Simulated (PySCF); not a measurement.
Consider `[Cl][Ge]([Cl])([Cl])[Cl]` (Cl4Ge). Numbering: `[Cl:1][Ge:2]([Cl:3])([Cl:4])[Cl:5]`

Computed at ωB97X-D3(BJ)/ma-def2-TZVP // PBE0-D3(BJ)/def2-SVP with PySCF (density fitting, grid level 2). The prefix ma- adds one diffuse s and one diffuse p function on all atoms but H. Zero-point and thermal terms (298.15 K, 1 bar) come from unscaled PBE0-D3(BJ)/def2-SVP harmonic frequencies, with soft modes damped to free rotors in the entropy.

Task: What are the vertical and the adiabatic ionisation energy for forming the radical cation?

Result: 12.30 eV vertical and 11.52 eV adiabatic, the latter with zero-point energy.

Task: Where does the unpaired spin of the relaxed radical cation sit?

Result: Cl1 (chlorine) 0.52, Cl5 (chlorine) 0.52 (intrinsic atomic orbital populations). This structure is symmetry-broken (see the note below).

Task: What oxidation potential follows in acetonitrile (IEF-PCM), given that Fc+/Fc comes at 4.54 V absolute with this functional and basis?

Result: In the gas phase ΔG of oxidation is 11.451 eV, and solvation is -3.6 kJ/mol for the parent and -217.4 kJ/mol for the product, so the absolute potential is 9.23 V, or 4.69 V against Fc+/Fc. Fc+/Fc in acetonitrile, 4.54 V, is ωB97X-D3(BJ)/ma-def2-TZVP on PBE0-D3(BJ)/def2-SVP structures with GFN2-xTB thermal terms. Benchmark calculations put it near 5.0 V in acetonitrile and DMSO, so it is about 0.5 V low, and the value against it can read up to that much too high. The solvent is electrostatics only, on gas-phase structures; the absolute scale refers to an electron at rest in vacuum.

Task: How far is −ε(HOMO) from the vertical value by ΔSCF?

Result: −ε(HOMO) = 12.22 eV, which is 0.07 eV below the ΔSCF value.

Note: spin-orbit coupling is left out of the energies, which matters for open shells on the heavier atoms; atoms from Ga to Kr are treated without relativity; Cl1 and Cl3 are equivalent in the parent, but the relaxed radical cation is symmetry-broken (Td to C2v), as a Jahn-Teller-type distortion or an artefact of the method; its spin populations, distances and adiabatic value belong to that structure.

Differences come from unrounded values, so a last digit can differ from that of the printed terms.
